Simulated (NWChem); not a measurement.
# CuNH3F; SMILES [NH3]->[Cu][F]

```xyz
6

Cu     0.0000     0.0001     0.6983
F      0.0000    -0.0002    -1.0491
N      0.0000     0.0001     2.6200
H      0.6749    -0.6638     3.0042
H     -0.9123    -0.2526     3.0043
H      0.2374     0.9164     3.0044
```
Atoms are numbered in this order, from 1.

Program: NWChem. Pople sets run with spherical d functions. Coordinates come from a PBE0/def2-SVP optimisation. GIAO values for the isolated, static molecule; σ is the absolute isotropic shielding, δ = σ(reference) − σ with the isolated reference molecule computed at the same levels (19F: trichlorofluoromethane, 1H: tetramethylsilane, 15N: ammonia).

### Question
What does the run give for B3LYP/6-31G*? Quantities: σ Cu1 (ppm); δ F2 (ppm); δ N3 (ppm); δ H4 (ppm).

### Answer
σ Cu1 (ppm): -1116.6
δ F2 (ppm): -309.4
δ N3 (ppm): -14.7
δ H4 (ppm): 0.46
